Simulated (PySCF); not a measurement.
# Correlation energy of Nb+ (niobium, charge +1)

[Kr] 4d4, high-spin 5D determinant. Computed with PySCF 2.14 in aug-cc-pVTZ-DK (9s8p6d3f2g, 102 functions), with scalar relativity by spin-free X2C-1e. Frozen: [Kr]; 4 electrons correlated.

| level | correlation energy (mhartree) |
| --- | --- |
| CCSD | -41.23 |
| (T) | -0.65 |
| CCSD(T) | -41.88 |

Diagnostics: T1 = 0.0036, D1 = 0.0058, largest double amplitude 0.023.

Is a single reference adequate?

Yes, within this model without spin-orbit coupling: T1 lies below 0.03 and no double amplitude reaches 0.07.
